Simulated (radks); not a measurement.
Excited configurations of Bi I: one electron is placed in a higher orbital outside [Hg] 6p2. The ground configuration is [Hg] 6p3. Calculated with a radial shooting solver on a logarithmic mesh with Libxc functionals: scalar-relativistic Kohn-Sham, LDA (Slater exchange, Perdew-Wang correlation), spin-polarised, spherical densities, finite nucleus; open shells are filled with parallel spins first (spin-orbit coupling, left out, can overturn this in heavy ions); Fermi nuclear charge, rms radius 5.5211 fm. Excitation = E - E(ground); binding = E(ion) - E, where the ion is the core of charge +1; n* = 1/sqrt(2 binding) in atomic units, and the quantum defect is n - n*.

outer orbital  excitation (eV)  binding (eV)     n*  eigenvalue (eV)
5f                       7.702         0.945  3.795           -0.460
6d                       6.573         2.074  2.561           -0.777
6f                       7.994         0.653  4.564           -0.382
7s                       5.006         3.641  1.933           -2.139
7p                       6.376         2.271  2.448           -1.285
7d                       7.433         1.213  3.349           -0.681
7f                       8.173         0.473  5.362           -0.299

The Delta-SCF ionisation energy is 8.647 eV (NIST Atomic Spectra Database: 7.286 eV, measured). Self-interaction in the functional shifts the binding energies and quantum defects, so they are the method's values and not measured ones. Open shells are spherical and high-spin; term and fine-structure splittings are not resolved. Spin-orbit splitting is averaged out at the scalar-relativistic level.
